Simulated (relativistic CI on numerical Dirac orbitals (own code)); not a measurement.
# Ho: what numerical and physical settings do to a radial Dirac CI calculation

Reference input:

```
atom Ho  Z=67  charge=0  electrons=67
nucleus A=165  rms_radius_fm=5.2022
hamiltonian dirac-coulomb  breit=on  qed=on  c_scale=1
orbitals kli  potential=per-configuration
slater_scale 1
correlation none
mixing on
grid step=0.0125 r_max=323.6
scf mixing=0.4 start=green max_iterations=150 tolerance=2e-08 node_fill=0.05
configurations
  [Xe] 4f11 6s2
  [Xe] 4f11 6s 7s
  [Xe] 4f10 6s2 7s
end
```

Computed lowest total energy -12601.17243 Ha, first excitation 5467.3 cm⁻¹, 57 SCF steps. Runs with settings changed; * marks those that are bad on purpose:

| Changed | Outcome | Lowest level | ΔE (Ha) | First excitation (cm⁻¹) | SCF steps | Message |
| --- | --- | --- | --- | --- | --- | --- |
| Slater scale 0.5 | converged | 4f11 6s2 4I°_15/2 | 0.0697 | 5522.8 | 57 |  |
| SCF mixing 0.7 | converged | 4f11 6s2 4I°_15/2 | 6.77e-10 | 5467.3 | 73 |  |
| node fill of the KLI weights 0.5, nuclear radius 5.7224 fm, grid step 0.008 | converged | 4f11 6s2 4I°_15/2 | 0.301 | 4956.9 | 87 |  |
| start potential bare | converged | 4f11 6s2 4I°_15/2 | 2.78e-10 | 5467.3 | 104 |  |
| grid step 0.08 * | converged | 4f11 6s2 4I°_15/2 | 0.00369 | 5466.0 | 59 |  |
| end of the grid at 25.89 bohr * | not converged |  |  |  | 43 | orbital 6s not found |

With so few configurations and no correlation, terms lie too far apart (by 10 to 50 % near neutrality), their order can be wrong, and levels of other configurations are missing.
